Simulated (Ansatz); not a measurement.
CH6OSi, SMILES `OC[SiH3]` (H–O–C–Si torsion 61°) (charge 0, multiplicity 1).

Cartesian coordinates (Å):
SMILES: OC[SiH3]
```xyz
9

O     -1.4838     0.9430     0.1645
C     -0.8097    -0.3206     0.0706
Si     1.0434    -0.1198    -0.2772
H     -1.0972     1.4460     0.8894
H     -0.9769    -0.9289     0.9688
H     -1.2860    -0.8525    -0.7554
H      1.7232    -1.4392    -0.2620
H      1.2602     0.5361    -1.5867
H      1.6268     0.7359     0.7881
```
Charge 0, multiplicity 1.

Frozen-core energies in 6-31g from Ansatz (a program for electronic structure) at a geometry from B3LYP-D3(BJ)/def2-TZVP; the HF reference has <S^2> = 0.00 and the T1 diagnostic is 0.010.

```tsv
level	energy (Ha)
HF	-405.00897
MP2	-405.27926
CCSD	-405.31375
CCSD(T)	-405.31916
```

Task: Estimate the energies of CCSDT and CCSDT(Q), and give each level's difference from CCSDT(Q).

Result: 
```csv
level,energy (Ha),difference from CCSDT(Q) (mHa)
MP2,-405.27926,41.22
CCSD,-405.31375,6.73
CCSD(T),-405.31916,1.32
CCSDT,-405.31979,0.69
CCSDT(Q),-405.32048,0.00
```
